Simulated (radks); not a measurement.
Values are calculated unless marked as measured or tabulated.
Ionisation ladder of beryllium, from Be to Be3+. Each ion is in the ground configuration listed by NIST, and IE = E(next ion) - E(this ion), with E = 0 for the bare nucleus. Code: a radial shooting solver on a logarithmic mesh with Libxc functionals. Model: non-relativistic Kohn-Sham, PBE, spin-polarised, spherical densities, point nucleus; open shells are filled with parallel spins first.

species  configuration  E (hartree)  IE, Delta-SCF (eV)  IE, NIST (eV)    kind  error (eV)
Be            [He] 2s2    -14.62995               8.997          9.323    exp.      -0.326
Be+           [He] 2s1    -14.29932              18.497         18.211    exp.      +0.286
Be2+              [He]    -13.61957              153.44         153.90  theory        -0.5
Be3+               1s1     -7.98075              217.17         217.72  theory        -0.6

Reference values: NIST Atomic Spectra Database (exp. = measured, semi-emp. = semi-empirical, theory = theoretical value adopted there). The ionisation energy per charge of the ion left behind rises most, in proportion, at Be2+ ([He]), from 9.248 to 51.147 eV.
